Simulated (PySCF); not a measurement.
An excited-state table with gaps

C3H13PSi2.
InChI=1S/C3H13PSi2/c1-2-3-6(4)5/h6H,2-4H2,1,5H3/t6-/m1/s1

The calculation used PySCF, TDDFT CAM-B3LYP/def2-SVPD, vertical, gas phase, core orbitals frozen in the response. One conformer (not necessarily the lowest) at the GFN2-xTB geometry, without solvent, vibrations or thermal averaging. Torsions of this conformer, `[CH3:1][CH2:2][CH2:3][Si@@H:4]([SiH3:5])[PH2:6]`: C1–C2–C3–Si4 -65°, C2–C3–Si4–Si5 -156°, H–P6–Si4–C3 -166°, H–P6–Si4–C3 -74°.

Lowest singlets, with some entries withheld (?).

| state | E (eV) | f | main configurations (H = HOMO, L = LUMO) |
| --- | --- | --- | --- |
| S1 | 6.37 | ? | H→L (76%) |
| S2 | 6.55 | ? | H→L+1 (58%), H→L+6 (12%), H→L+3 (8%) |
| S3 | 6.65 | ? | H→L+4 (29%), H→L+1 (21%), H→L (15%) |
| S4 | 6.89 | ? | H→L+3 (50%), H→L+2 (23%), H→L+4 (12%) |
| S5 | 7.29 | ? | H-1→L (69%) |
| S6 | 7.35 | ? | H→L+2 (55%), H→L+4 (11%), H→L+3 (9%) |
| S7 | 7.57 | ? | H-1→L+1 (70%), H-1→L+3 (8%) |
| S8 | 7.70 | ? | H→L+5 (44%), H-2→L (13%) |

Fill in the withheld entries.

- S1: f = 0.199
- S2: f = 0.0062
- S3: f = 0.128
- S4: f = 0.012
- S5: f = 0.069
- S6: f = 0.218
- S7: f = 0.026
- S8: f = 0.0027

Which level carries the most intensity, and what share of the listed sum of f?

S6, with f = 0.218 of 0.662, 33%.

How far apart are S5 and S7, in eV and cm⁻¹?

7.573 − 7.293 = 0.280 eV, or about 2260 cm⁻¹.

What is the mean static polarisability from the same response equations?

121.9 au (18.06 Å³), with principal values 101.6, 121.9 and 142.2 au.
